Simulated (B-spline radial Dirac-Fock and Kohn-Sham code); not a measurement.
Subshell cross sections of Cr⁵⁺, photon energy 1220 eV

System: Cr⁵⁺ in the configuration [Ar] 3d1.

Method: independent-particle photoionisation in a Dirac-Hartree-Slater potential with a Latter tail, all multipoles, thresholds from Dirac-Fock ΔSCF. Computed with a radial B-spline solver. The asymmetry parameter β is from the dipole term alone. Kinetic energies are from the vacuum level. Open shells are spread statistically over j, without multiplet splitting.

The last column is dσ/dΩ = σ/(4π) · [1 + β P₂(cos θ)] at θ = 0° from the polarisation vector of linearly polarised light.

```tsv
subshell	electrons	binding (eV)	kinetic (eV)	σ (kb)	β	dσ/dΩ (kb/sr)
L1 (2s)	2	803.8	416.2	79.1	2.00	18.9
L2 (2p1/2)	2	689.2	530.8	94.8	1.46	18.6
L3 (2p3/2)	4	680.7	539.3	?	?	?
M1 (3s)	2	172.8	1047.2	13.6	2.00	3.24
M2 (3p1/2)	2	136.7	1083.3	10.6	1.48	2.09
M3 (3p3/2)	4	135.6	1084.4	20.7	1.49	4.10
M4 (3d3/2)	0.4	89.60	1130.4	0.262	0.89	0.0393
M5 (3d5/2)	0.6	89.48	1130.5	0.386	0.88	0.0578
```

Q: What are σ and β for L3 (2p3/2)?

A: σ = 184 kb, the largest of all subshells and 46 % of the total, and β = 1.47, which gives dσ/dΩ = 36.3 kb/sr.

Run: 2.1 s of CPU time on 1 thread of Neoverse-N1 (shared host), peak memory 0.46 GiB.
